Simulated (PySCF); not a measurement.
CH₃ClF₂OSi.

```xyz
9

O     -2.3642     0.1618     0.1733
C     -1.4574    -0.8583    -0.2025
Si     0.3148    -0.3569     0.1253
F      0.6761    -0.3217     1.6933
F      1.3590    -1.3697    -0.5694
Cl     0.6083     1.5313    -0.6381
H     -2.1490     0.9595    -0.3309
H     -1.5632    -1.1682    -1.2630
H     -1.6935    -1.7501     0.4022
```
Charge 0, spin multiplicity 1.

Geometry optimised at B3LYP-D3(BJ)/def2-SVP. The structure was generated by enumeration, and PubChem lists no compound with its InChIKey, so it may never have been made. Other conformers were not sampled.

Level of theory: B3LYP/pcSseg-1 run with PySCF. Non-relativistic, no solvent.

Computed absolute GIAO shielding of each atom: isotropic value and principal components (ppm):
```json
[
 {"atom": "O1", "σ(iso)": "333.4", "σ11": "293.6", "σ22": "300.0", "σ33": "406.8", "span": "113.2"},
 {"atom": "C2", "σ(iso)": "125.0", "σ11": "96.6", "σ22": "111.1", "σ33": "167.4", "span": "70.7"},
 {"atom": "Si3", "σ(iso)": "362.0", "σ11": "324.2", "σ22": "361.9", "σ33": "399.9", "span": "75.7"},
 {"atom": "F4", "σ(iso)": "303.5", "σ11": "250.8", "σ22": "278.1", "σ33": "381.6", "span": "130.8"},
 {"atom": "F5", "σ(iso)": "302.4", "σ11": "241.3", "σ22": "293.5", "σ33": "372.3", "span": "131.0"},
 {"atom": "Cl6", "σ(iso)": "892.9", "σ11": "757.3", "σ22": "867.2", "σ33": "1054.3", "span": "297.0"},
 {"atom": "H7", "σ(iso)": "31.5", "σ11": "21.4", "σ22": "30.6", "σ33": "42.4", "span": "21.0"},
 {"atom": "H8", "σ(iso)": "27.9", "σ11": "23.5", "σ22": "27.2", "σ33": "33.0", "span": "9.5"},
 {"atom": "H9", "σ(iso)": "27.7", "σ11": "23.9", "σ22": "27.1", "σ33": "31.9", "span": "8.0"}
]
```
